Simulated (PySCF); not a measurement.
Which level of theory gave which numbers?

Compound: CH₇NO₃Si.
SMILES: `CO[Si](N)(O)O`

The closed-shell ground state was solved 7 times with PySCF (density fitting, gas phase), always with PBE0, in these basis sets: 6-311+G(2d,p), IGLO-III, STO-3G, aug-cc-pVDZ, cc-pVDZ, cc-pVTZ and pcSseg-1. Geometry: PBE0-D3(BJ)/def2-SVP, one conformer, isolated molecule.

```tsv
row	total energy (Eh)	HOMO (eV)	LUMO (eV)	dipole (D)
P	-612.1014	-7.79	0.13	1.56
Q	-611.8858	-7.70	0.75	1.67
R	-612.0573	-7.84	-0.29	1.60
S	-612.0783	-7.69	0.60	1.58
T	-611.9209	-7.44	1.18	1.68
U	-611.9675	-7.83	-0.47	1.55
V	-604.1413	-3.83	6.92	1.42
```

Question: Which basis belongs to which row?

Answer: P = IGLO-III, Q = pcSseg-1, R = 6-311+G(2d,p), S = cc-pVTZ, T = cc-pVDZ, U = aug-cc-pVDZ, V = STO-3G. From the lowest total energy up: IGLO-III (289 functions) 0 eV; cc-pVTZ (282 functions) +0.63 eV; 6-311+G(2d,p) (212 functions) +1.20 eV; aug-cc-pVDZ (205 functions) +3.64 eV; cc-pVDZ (123 functions) +4.91 eV; pcSseg-1 (144 functions) +5.87 eV; STO-3G (41 functions) +216.60 eV.

Conformer computed: `[CH3:1][O:2][Si:3]([NH2:4])([OH:5])[OH:6]`: C1–O2–Si3–N4 178°, H–N4–Si3–O2 -71°, H–N4–Si3–O2 65°, H–O5–Si3–O2 -73°, H–O6–Si3–O2 -163°.
